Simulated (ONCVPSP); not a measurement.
**Reading a pseudo-wave (aluminium)**

Columns: radius, all-electron u(r) and pseudo u(r) of the 3s shell (level -23.89 eV) of aluminium in the configuration [Ne] 3s1; LDA (Perdew-Wang 92), non-relativistic, ONCV scheme, ONCVPSP 4.0.1.

| r (bohr) | all-electron | pseudo |
| --- | --- | --- |
| 0.103 | 0.1398 | 0.0209 |
| 0.205 | -0.1063 | 0.0448 |
| 0.308 | -0.2931 | 0.0738 |
| 0.410 | -0.3557 | 0.1073 |
| 0.513 | -0.3217 | 0.1450 |
| 0.615 | -0.2282 | 0.1848 |
| 0.718 | -0.1029 | 0.2276 |
| 0.820 | 0.0319 | 0.2738 |
| 0.923 | 0.1660 | 0.3262 |
| 1.025 | 0.2891 | 0.3846 |
| 1.128 | 0.3993 | 0.4489 |
| 1.230 | 0.4925 | 0.5144 |
| 1.332 | 0.5695 | 0.5771 |
| 1.435 | 0.6312 | 0.6329 |
| 1.538 | 0.6778 | 0.6779 |
| 1.640 | 0.7105 | 0.7104 |
| 1.743 | 0.7314 | 0.7314 |
| 1.845 | 0.7414 | 0.7414 |
| 1.948 | 0.7423 | 0.7423 |
| 2.050 | 0.7353 | 0.7353 |
| 2.153 | 0.7217 | 0.7217 |
| 2.255 | 0.7030 | 0.7030 |
| 2.358 | 0.6797 | 0.6797 |
| 2.460 | 0.6534 | 0.6534 |
| 2.562 | 0.6247 | 0.6247 |
| 2.665 | 0.5940 | 0.5940 |

(1) How many radial nodes do the two functions have?

(2) At about which radius was the pseudo-wave matched?

(3) Is the pseudo-wave norm-conserving?

Answers

(1) The all-electron 3s function has n − l − 1 = 2; the pseudo-wave has 0, since the states of the same l below it are removed with the core.

(2) 2.05 bohr. The columns agree to 0.0005 from 1.54 bohr on; several derivatives are matched, so the curves merge somewhat inside the radius.

(3) Yes: the ONCV scheme keeps the norm inside the radius equal to the all-electron one, which fixes the energy derivative of the logarithmic derivative at the level.
